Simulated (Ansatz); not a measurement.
Reactions of CH2BFOS (`OB1SC1F`).

Gas-phase electronic energies from Ansatz, PBE0-D4/def2-TZVP geometries. CCSD(T)/CBS adds triple-zeta CCSD(T) − MP2 to the extrapolated MP2 energy (def2 sets, frozen cores). This one scheme is used for every species, atoms too. No spin–orbit coupling; open shells (•) take unrestricted orbitals. Spin–orbit coupling would lower the free atoms: a little for B, C, F, O, S. Each species was taken in one conformer, which may not be the lowest.

(1) Order these by ΔE at CCSD(T)/CBS, lowest first. (Estimate.)
A. `OB1SC1F` + `C#C[SiH3]` → `FC1BS1` + `C#C[SiH2]O`
B. `OB1SC1F` → B• + C• + F• + 2 H• + O• + S•
C. `OB1SC1F` → `OC1(F)BS1`
D. `OB1SC1F` + H₂ → `OB1CS1` + H–F
E. `OB1SC1F` + H₂ → `FC1BS1` + H₂O

Largest T1 diagnostic: 0.016, for `FC1BS1`.

Answers

(1) D (-1.17 eV), A (+0.10 eV), E (+0.83 eV), C (+1.61 eV), B (+29.22 eV).
